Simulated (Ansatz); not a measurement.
Consider the ligand exchange at the Nb–F bond: `[O]=[Nb]([OH])([F])[Cl]` + NH₃ → `[NH2][Nb](=[O])([OH])[Cl]` + H–F.

Computed with Ansatz on PBE0-D4/def2-TZVP structures; ΔE is electronic, products minus reactants. CBS: MP2 limit from def2 TZ/QZ plus the TZ coupled-cluster correction, frozen cores. This one scheme is used for every species. DFT in def2-TZVPP. Elements past krypton have def2 core potentials. For Nb outer-core shells are correlated without core-valence functions, which leaves a few kJ/mol of doubt a bond. Each species was taken in one conformer, which may not be the lowest.

`[O]=[Nb]([OH])([F])[Cl]`:

```xyz
6

O     1.017    1.435   -0.253
Nb   -0.207    0.277   -0.232
O     0.292   -1.056    0.988
F    -1.784    1.102    0.317
Cl   -0.404   -0.611   -2.340
H     1.086   -1.147    1.520
```

NH₃:

Cartesian coordinates in Å:
```
N -0.152 -0.158 -0.177
H -0.724 0.244 0.557
H 0.576 -0.696 0.275
H 0.300 0.611 -0.656
```

`[NH2][Nb](=[O])([OH])[Cl]`:

Cartesian coordinates in Å:
```
N -1.222 -0.063 0.726
Nb 0.401 -0.408 -0.305
O -0.050 -1.544 -1.471
O 1.034 1.142 -1.194
Cl 2.035 -1.242 1.112
H -1.291 0.576 1.506
H -2.113 -0.505 0.552
H 1.206 2.044 -0.926
```

H–F:

Z-matrix (Å, degrees):
```
F
H 1 0.920
```

(1) Is it downhill or uphill in electronic energy at CCSD(T)/CBS, and by how much? (Best estimate.)

(2) What do these levels give: r2SCAN-D4, ωB97M-V, PBE-QIDH, PBE0, CAM-B3LYP, SCS-MP2/def2-TZVPP? (Estimate.)

(3) What do rigid-rotor, harmonic-oscillator terms from PBE0-D4/def2-TZVP frequencies (298.15 K, 1 bar) make of the CCSD(T)/CBS value? (Best estimate.)

Largest T1 diagnostic among the species: 0.022, so the coupled-cluster value is less sure than usual.

## Answers

(1) Ansatz gave: Uphill: ΔE = +18.2 kcal/mol.

(2) Ansatz gave: r2SCAN-D4 22.3, ωB97M-V 21.1, PBE-QIDH 19.5, PBE0 20.8, CAM-B3LYP 22.6, SCS-MP2/def2-TZVPP 19.2 kcal/mol.

(3) The calculation gave: ΔZPE = -1.5 kcal/mol, ΔH = +17.0 kcal/mol, ΔS = -3 J/(mol·K), ΔG = +17.2 kcal/mol.

From PBE to PBE0 (25 % exact exchange), in def2-TZVPP and without D4, ΔE moves by −1.1 kcal/mol. In def2-TZVPP, CCSD(T) changes the Hartree–Fock value by −3.6 kcal/mol (the triples alone add −0.3 kcal/mol) and MP2 by −4.6 kcal/mol.
